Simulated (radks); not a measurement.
Results of a calculation; reference values are marked as such.
Q: Excited configurations of Ta IV: one electron is placed in a higher orbital outside [Xe] 4f14 5d1. The ground configuration is [Xe] 4f14 5d2. Level of theory: scalar-relativistic Kohn-Sham, PBE, spin-polarised, spherical densities, finite nucleus; open shells are filled with parallel spins first (spin-orbit coupling, left out, can overturn this in heavy ions); Fermi nuclear charge, rms radius 5.3507 fm (a radial shooting solver on a logarithmic mesh with Libxc functionals). Excitation = E - E(ground); binding = E(ion) - E, where the ion is the core of charge +4; n* = 4/sqrt(2 binding) in atomic units, and the quantum defect is n - n*.

outer orbital  excitation (eV)  binding (eV)     n*  quantum defect  eigenvalue (eV)  <r> (bohr)
5f                      20.916        14.722  3.845           1.155          -12.257       4.015
6p                       9.996        25.641  2.914           3.086          -22.498       3.133
6d                      18.751        16.886  3.590           2.410          -14.813       4.324
6f                      25.878         9.759  4.723           1.277           -8.492       7.087
7s                      18.488        17.150  3.563           3.437          -15.408       4.953
7p                      21.310        14.327  3.898           3.102          -12.799       5.708
7d                      25.120        10.517  4.550           2.450           -9.315       7.357

Estimate the row for 7f.

A: excitation (eV) 28.822; binding (eV) 6.816; n* 5.651; quantum defect 1.349; eigenvalue (eV) -6.055; <r> (bohr) 10.86. The Delta-SCF ionisation energy is 35.638 eV (NIST Atomic Spectra Database: 35 eV, theoretical). Self-interaction in the functional shifts the binding energies and quantum defects, so they are the method's values and not measured ones. Open shells are spherical and high-spin; term and fine-structure splittings are not resolved. Spin-orbit splitting is averaged out at the scalar-relativistic level.
